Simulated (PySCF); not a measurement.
## Energy of In²⁺ (indium, charge +2) between two integer charges

The 5s alpha orbital of [Kr] 4d10 5s1 is emptied in steps (occupation f), with all orbitals relaxed, ending at [Kr] 4d10. Computed with PySCF 2.14 in aug-cc-pVDZ-PP with ECP28MDF (5s4p3d, 32 functions), with scalar relativity through the core potential. The exact energy is a straight line in f; departures are measured from the line between the end points of the same method.

```csv
f,UHF (eV),LDA (eV),PBE (eV),PBE0 (eV),r2SCAN (eV),LC-wPBE (eV),BHandHLYP (eV),wB97X (eV),r2SCAN0 (eV),CAM-B3LYP (eV)
1,0.000,0.000,0.000,0.000,0.000,0.000,0.000,0.000,0.000,0.000
0.9,0.011,-0.396,-0.397,-0.291,-0.349,-0.043,-0.204,-0.066,-0.257,-0.184
0.7,0.024,-0.923,-0.929,-0.681,-0.815,-0.100,-0.477,-0.146,-0.601,-0.430
0.5,0.029,-1.096,-1.109,-0.812,-0.965,-0.120,-0.571,-0.162,-0.711,-0.514
0.3,0.024,-0.917,-0.934,-0.683,-0.806,-0.104,-0.484,-0.125,-0.593,-0.434
0.1,0.010,-0.390,-0.400,-0.292,-0.344,-0.047,-0.210,-0.051,-0.252,-0.188
0,0.000,0.000,0.000,0.000,0.000,0.000,0.000,0.000,0.000,0.000
```

| method | E(f=0) − E(f=1) (eV) | −ε at f=1 (eV) | −ε at f=0.5 (eV) |
| --- | --- | --- | --- |
| UHF | 26.647 | 26.766 | 26.644 |
| LDA | 29.021 | 24.617 | 29.039 |
| PBE | 28.623 | 24.218 | 28.608 |
| PBE0 | 28.262 | 25.026 | 28.255 |
| r2SCAN | 28.353 | 24.483 | 28.392 |
| LC-wPBE | 28.085 | 27.606 | 28.069 |
| BHandHLYP | 28.111 | 25.852 | 28.092 |
| wB97X | 27.814 | 27.065 | 27.878 |
| r2SCAN0 | 28.142 | 25.286 | 28.174 |
| CAM-B3LYP | 28.549 | 26.512 | 28.537 |

Orbital energy along the path (eV):

| f | UHF | LDA | PBE | PBE0 | r2SCAN | LC-wPBE | BHandHLYP | wB97X | r2SCAN0 | CAM-B3LYP |
| --- | --- | --- | --- | --- | --- | --- | --- | --- | --- | --- |
| 1 | -26.766 | -24.617 | -24.218 | -25.026 | -24.483 | -27.606 | -25.852 | -27.065 | -25.286 | -26.512 |
| 0.9 | -26.740 | -25.501 | -25.089 | -25.669 | -25.250 | -27.705 | -26.297 | -27.242 | -25.851 | -26.914 |
| 0.7 | -26.691 | -27.272 | -26.841 | -26.958 | -26.802 | -27.892 | -27.190 | -27.582 | -27.003 | -27.723 |
| 0.5 | -26.644 | -29.039 | -28.608 | -28.255 | -28.392 | -28.069 | -28.092 | -27.878 | -28.174 | -28.537 |
| 0.3 | -26.600 | -30.791 | -30.392 | -29.561 | -29.906 | -28.260 | -29.010 | -28.100 | -29.288 | -29.361 |
| 0.1 | -26.557 | -32.507 | -32.186 | -30.870 | -31.422 | -28.491 | -29.959 | -28.275 | -30.398 | -30.207 |
| 0 | -26.537 | -33.337 | -33.056 | -31.493 | -32.145 | -28.616 | -30.458 | -28.357 | -30.921 | -30.648 |

Reference removal energy between the ground levels: 28.044 eV (measured; NIST Atomic Spectra Database, ionization energies). UHF lacks correlation.
